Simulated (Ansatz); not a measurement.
Reaction (ligand exchange at the Al–F bond): `[OH][Al]([F])[Cl]` + CH₃OH → `C[O][Al]([OH])[Cl]` + H–F

Program: Ansatz. Geometries: PBE0-D4/def2-TZVP. ΔE: electronic, gas phase. CBS: MP2 limit from def2 TZ/QZ plus the TZ coupled-cluster correction, frozen cores. This one scheme is used for every species. DFT in def2-TZVPP. B3LYP here is the variant with VWN-RPA as its local correlation; programs differ in this. HSE06 is defined as in plane-wave codes. Each species was taken in one conformer, which may not be the lowest.

```
             level  ΔE (kJ/mol)  difference from CCSD(T)/CBS
            PBE-D4         46.3                          0.2
           BLYP-D4         46.7                          0.6
         r2SCAN-D4         48.6                          2.5
            B97M-V         52.2                          6.1
          B3LYP-D4         46.0                         -0.1
        r2SCANh-D4         47.9                          1.8
        r2SCAN0-D4         46.9                          0.8
          BHLYP-D4         46.0                         -0.1
      CAM-B3LYP-D4         47.2                          1.1
           ωB97X-V         48.0                          1.9
           ωB97M-V         47.5                          1.4
            B2PLYP         49.4                          3.3
          PBE-QIDH         46.0                         -0.1
               PBE         50.4                          4.3
            revPBE         53.2                          7.1
              BLYP         54.6                          8.5
            r2SCAN         49.9                          3.8
              PBE0         49.0                          2.9
             B3LYP         52.4                          6.3
           r2SCANh         49.3                          3.2
           r2SCAN0         48.5                          2.4
             HSE06         48.7                          2.6
             BHLYP         51.6                          5.5
         CAM-B3LYP         51.2                          5.1
           LC-ωPBE         50.0                          3.9
RPA@PBE/def2-TZVPP         45.9                         -0.2
       HF/def2-SVP         52.8                          6.7
      MP2/def2-SVP         49.2                          3.1
     CCSD/def2-SVP         51.1                          5.0
     HF/def2-TZVPP         53.6                          7.5
    MP2/def2-TZVPP         43.3                         -2.8
SCS-MP2/def2-TZVPP         46.0                         -0.1
   CCSD/def2-TZVPP         46.6                          0.5
CCSD(T)/def2-TZVPP         45.3                         -0.8
     HF/def2-QZVPP         55.1                          9.0
    MP2/def2-QZVPP         44.3                         -1.8
SCS-MP2/def2-QZVPP         47.1                          1.0
      HF/CBS(def2)         55.3                          9.2
     MP2/CBS(def2)         44.1                         -2.0
    CCSD/CBS(def2)         47.4                          1.3
       CCSD(T)/CBS         46.1                            0
```

Largest T1 diagnostic among the species: 0.011.

Leaving LDA and LC-ωPBE aside and taking each functional with its dispersion term where it has one, the values, not all of them listed here, spread over 7.0 kJ/mol, from HSE06-D4 to B97M-V. LDA lies −8.1 kJ/mol from PBE without D4. In def2-TZVPP, CCSD(T) changes the Hartree–Fock value by −8.3 kJ/mol (the triples alone add −1.3 kJ/mol) and MP2 by −10.2 kJ/mol. At CCSD(T), def2-SVP lies +4.2 kJ/mol from the extrapolated value and def2-TZVPP −0.8 kJ/mol.
